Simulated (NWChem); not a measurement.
System meant: B$_{2}$H$_{4}$O$_{4}$; SMILES OB(O)B(O)O

NWChem input:

```
start job
memory heap 200 mb stack 900 mb global 1100 mb
geometry units angstroms noautoz
  B     -0.081820     0.831538     0.041340
  O     -1.232452     1.572212    -0.051008
  O      1.179018     1.391977     0.171472
  B     -0.085179    -0.893298     0.005762
  O      1.115745    -1.566107     0.104683
  O     -1.230957    -1.631870    -0.117145
  H     -1.094441     2.538197    -0.017944
  H      1.199887     2.367747     0.194936
  H      1.839403    -0.917017     0.186365
  H     -1.017564    -2.586071    -0.115833
end
basis spherical
  B library def2-svp
  O library def2-svp
  H library def2-svp
end
dft
  xc xpbe96 cpbe96
  iterations 4
  mulliken
end
task dft energy
```

End of the output:

```
    Atom       Charge   Shell Charges
 -----------   ------   -------------------------------------------------------
    1 B    5     5.25   1.96  0.52  0.25  1.46  0.68  0.39
    2 O    8     7.97   1.97  0.86  0.55  2.69  1.87  0.02
    3 O    8     7.97   1.97  0.86  0.56  2.67  1.90  0.02
    4 B    5     5.26   1.96  0.52  0.25  1.47  0.67  0.39
    5 O    8     7.97   1.97  0.86  0.56  2.69  1.88  0.02
    6 O    8     7.97   1.97  0.86  0.56  2.70  1.86  0.02
    7 H    1     0.91   0.56  0.18  0.17
    8 H    1     0.91   0.56  0.18  0.17
    9 H    1     0.89   0.55  0.17  0.17
   10 H    1     0.90   0.55  0.17  0.17

 center of mass
 --------------
 x =  -0.02385846 y =  -0.03141531 z =   0.00000000

 moments of inertia (a.u.)
 ------------------
         673.031272211761          -0.000000000000           0.000000000000
          -0.000000000000         352.308255299113           0.000000000000
           0.000000000000           0.000000000000        1025.339527510874

     Multipole analysis of the density
     ---------------------------------

     L   x y z        total         alpha         beta         nuclear
     -   - - -        -----         -----         ----         -------
     0   0 0 0     -0.000000    -23.000000    -23.000000     46.000000

     1   1 0 0      0.674293      0.337147      0.337147     -0.000000
     1   0 1 0      1.093156      0.546578      0.546578      0.000000
     1   0 0 1     -0.000000     -0.000000     -0.000000      0.000000

     2   2 0 0    -27.021296   -107.961734   -107.961734    188.902172
     2   1 1 0      1.578341     -0.115795     -0.115795      1.809930
     2   1 0 1     -0.000000     -0.000000     -0.000000      0.000000
     2   0 2 0    -15.076370   -191.928074   -191.928074    368.779777
     2   0 1 1      0.000000      0.000000      0.000000      0.000000
     2   0 0 2    -25.378669    -12.689334    -12.689334      0.000000

 ------------------------------------------------------------------------
 dft energy failed                                                                                  0
 ------------------------------------------------------------------------
 ------------------------------------------------------------------------
  current input line :
    25: task dft energy
 ------------------------------------------------------------------------
 ------------------------------------------------------------------------
 This type of error is most commonly associated with calculations not reaching convergence criteria
 ------------------------------------------------------------------------
 For more information see the NWChem manual at https://nwchemgit.github.io

0:dft energy failed:Received an Error in Communication
```

What is wrong, and how is it mended?

The run did not converge; its last values are not results. Cause: the SCF was allowed too few iterations. This input runs:
```
start job
memory heap 200 mb stack 900 mb global 1100 mb
geometry units angstroms noautoz
  B     -0.081820     0.831538     0.041340
  O     -1.232452     1.572212    -0.051008
  O      1.179018     1.391977     0.171472
  B     -0.085179    -0.893298     0.005762
  O      1.115745    -1.566107     0.104683
  O     -1.230957    -1.631870    -0.117145
  H     -1.094441     2.538197    -0.017944
  H      1.199887     2.367747     0.194936
  H      1.839403    -0.917017     0.186365
  H     -1.017564    -2.586071    -0.115833
end
basis spherical
  B library def2-svp
  O library def2-svp
  H library def2-svp
end
dft
  xc xpbe96 cpbe96
  iterations 150
  mulliken
end
task dft energy
```
It converges to -352.54738 Ha (PBE/def2-SVP).
